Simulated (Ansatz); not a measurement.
Start from `[SiH3][InH2]` and change one element to get `[SiH3][GaH2]`.

Ansatz, PBE0-D4/def2-TZVP geometries, multiplicity 1. 

Elements past krypton have def2 core potentials. Outer-core shells of Ga, In are correlated without core-valence functions. Scalar relativity is left out up to krypton. Spin–orbit coupling is left out.

```
                                            property  `[SiH3][InH2]`
                   LUMO energy (PBE/def2-TZVPP) / eV           -2.88
               HOMO energy (ωB97M-V/def2-TZVPP) / eV           -9.36
                   HOMO energy (PBE/def2-TZVPP) / eV           -6.36
vertical ionisation energy (CCSD(T)/def2-TZVPP) / eV            9.45
                  LUMO energy (PBE0/def2-TZVPP) / eV           -2.14
                 HOMO–LUMO gap (PBE/def2-TZVPP) / eV            3.48
```

Question: Give the same properties after the change, and the shifts. (Best estimate.)

Answer: Computed: 
```csv
property,`[SiH3][GaH2]`,shift
LUMO energy (PBE/def2-TZVPP) / eV,-2.95,-0.07
HOMO energy (ωB97M-V/def2-TZVPP) / eV,-9.66,-0.30
HOMO energy (PBE/def2-TZVPP) / eV,-6.58,-0.22
vertical ionisation energy (CCSD(T)/def2-TZVPP) / eV,9.86,0.41
LUMO energy (PBE0/def2-TZVPP) / eV,-2.15,-0.01
HOMO–LUMO gap (PBE/def2-TZVPP) / eV,3.63,0.15
```
